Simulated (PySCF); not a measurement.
Gas-phase equilibrium of 1 mol GeCl4, 0.33 mol O2 at 2500 K and 0.133 bar, among 12 species (ClO, O2, O, GeCl3, Ge2O2, O3, GeCl4, Cl, Cl2, GeO2, GeCl2, GeO). Only gases are allowed; each row takes one source of thermochemistry for all species, and Cantera finds the minimum.

Computed with PySCF (xtb for GFN2) and rigid-rotor harmonic-oscillator thermochemistry at 1 bar. † marks an energy on the PBE0/def2-TZVP geometry and frequencies; other levels use their own. 6-31G* has spherical d functions here. Open shells (unrestricted) among the columns below: ClO (multiplicity 2, electronic degeneracy 4), O2 (multiplicity 3), O (multiplicity 3, electronic degeneracy 9), GeCl3 (multiplicity 2), Cl (multiplicity 2, electronic degeneracy 6); the rest are closed-shell singlets. GFN2 has no spin-polarisation term. Spin-orbit splitting is ignored; it lowers the true energy and changes the entropy of ClO, O, Cl. B3LYP is the form with VWN-RPA correlation. Ge: all electrons, no relativistic terms. GeCl3: computed as isolated molecules; such fragments, hydroxides, amides, oligomers or adducts are transient or little studied in the gas. The harmonic model lacks anharmonicity and excited electronic states, which grow with temperature; levels with a mode under 35 cm⁻¹ are left out.

Molecules larger than those listed are left out, and so are free Ge atoms, whose spin-orbit terms are large. Also missing: (GeO)n, which can matter at low temperature or high pressure.

With B3LYP/6-31G* thermochemistry: Cl 0.77, GeO 0.15, GeCl2 0.080, Cl2 0.00081, O2 0.00024, ClO 1.2e-5, O 0.00045, GeCl3 1.4e-5.

Task: How far does the composition move with the other sources (B3LYP/def2-TZVP†, BLYP/def2-TZVP†, GFN2-xTB, PBE/def2-SVP, PBE/def2-TZVP†)?

Result: 
```csv
thermochemistry,x Cl,x GeO,x GeCl2,x Cl2,x O2,x ClO,x O,x GeCl3
B3LYP/6-31G*,0.77,0.15,0.080,0.00081,0.00024,1.2e-5,0.00045,1.4e-5
B3LYP/def2-TZVP†,0.76,0.15,0.080,0.0025,0.00016,2.9e-5,0.00040,1.7e-5
BLYP/def2-TZVP†,0.76,0.15,0.079,0.0040,6.2e-5,3.0e-5,8.0e-5,1.1e-5
GFN2-xTB,0.69,0.16,0.084,0.068,1.2e-8,1.5e-5,6.4e-11,2.9e-5
PBE/def2-SVP,0.74,0.14,0.11,0.0090,0.012,0.00015,0.00028,0.00013
PBE/def2-TZVP†,0.74,0.15,0.093,0.018,0.0053,0.00045,0.00031,7.7e-5
```
The most sensitive of these is O: it spans a factor of 10^6.8 over these rows; at this temperature one factor of ten is RT ln 10 = 48 kJ/mol.
